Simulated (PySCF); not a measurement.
**How methods differ on the excitation energy of Ti²⁺**

Ti²⁺ [Ar] 3d2 (3F) → Ti²⁺ [Ar] 3d1 4s1 (3D), as a difference of total energies. Calculation: PySCF 2.14, in ANO-RCC-VTZP (6s5p3d2f1g, 59 functions); the spin-free X2C one-electron Hamiltonian (Gaussian nucleus). Correlated levels: valence and next inner shell: [Ne] frozen. The calculations carry no spin-orbit coupling.

```tsv
method	excitation energy (eV)
UHF	4.595
MP2 (valence and next inner shell)	4.548
SCS-MP2 (valence and next inner shell)	4.585
CCSD (valence and next inner shell)	4.529
CCSD(T) (valence and next inner shell)	4.502
```

Question: How much does correlation contribute at CCSD(T) (valence and next inner shell)?

Answer: 4.502 − (4.595) = -0.093 eV, measured against UHF.

A first-order spin-orbit estimate (lowest level to lowest level, LS coupling) adds 0.006 eV.

The basis was made for the ground configuration and has no added diffuse functions, so the excitation energy can come out too high.
